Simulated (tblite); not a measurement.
Start geometry of `CN(C)[Si@@H]([O])O[SiH3]` [radical] from a force field or distance geometry (Å):
```
atom  x, y, z in Å
C1    -0.8779    1.1463   -0.5757
N2    -0.7378   -0.2644   -0.3843
C3    -1.9799   -0.9846   -0.3214
Si4    0.2598   -0.6742    1.0512
O5    -0.3378   -2.2036    1.6283
O6     1.8921   -0.9247    0.6471
Si7    2.6288    0.3795   -0.1610
H8    -0.2094    1.7222    0.1044
H9    -0.5945    1.3610   -1.6071
H10   -1.9334    1.5146   -0.3980
H11   -2.1565   -1.3425    0.7062
H12   -2.8605   -0.3563   -0.6432
H13   -1.9029   -1.8465   -1.0053
H14    0.0748    0.2710    2.1541
H15    1.7613    1.0840   -1.1035
H16    3.7646   -0.1928   -0.9166
H17    3.2023    1.3231    0.8148
```

Task: What comes out of this run: GFN2-xTB geometry optimisation, gas phase (tblite 0.8.0)?

Result: 
```
atom  x, y, z in Å
C1    -1.2013    1.2068   -0.5435
N2    -1.0673   -0.1468   -0.1517
C3    -2.2400   -0.9339   -0.1855
Si4    0.3552   -0.8228    0.6961
O5     0.5538   -2.3201    0.5303
O6     1.4852    0.2879    0.2845
Si7    3.0732    0.3895    0.0367
H8    -0.2381    1.7010   -0.4522
H9    -1.5371    1.2609   -1.5861
H10   -1.9510    1.7338    0.0604
H11   -2.0094   -1.9191    0.2060
H12   -3.0583   -0.4810    0.3868
H13   -2.5888   -1.0385   -1.2195
H14   -0.0563   -0.2782    2.0191
H15    3.4544   -0.4051   -1.1272
H16    3.7812   -0.0490    1.2378
H17    3.2375    1.8267   -0.2017
```

The energy falls by 2.025 eV over 214 L-BFGS steps, the largest force on an atom goes from 6.43 to 0.009 eV/Å, and the atoms move by 1.090 Å rms after alignment. The bond that changes most is Si4–O5 (ends: silicon bonded to N, 2 O and H; oxygen bonded to Si), which shortens by 0.221 Å. Bonds longer at the end by more than 0.005 Å: 2 of 16; shorter: 13. Among the angles that change most is Si4–O6–Si7, from 114.6° to 139.6°. Among the dihedrals that turn most is H14–Si4–O6–Si7, from -73° to 114°. Rotational constants go from 2512, 1331, 954.6 to 3073, 1113, 864.0 MHz. The orientation of the end geometry is arbitrary; only internal coordinates are fixed.

On an Arm Neoverse V2 with one thread, on a shared host, this took 1.4 s.

Its GFN2-xTB frequencies are all real (lowest 42 cm⁻¹). 3 starts were optimised and ended at 0.00, 0.60 and 0.63 kcal/mol (GFN2-xTB); the lowest of these is shown.

One conformer stands for the species.

These are computed values.
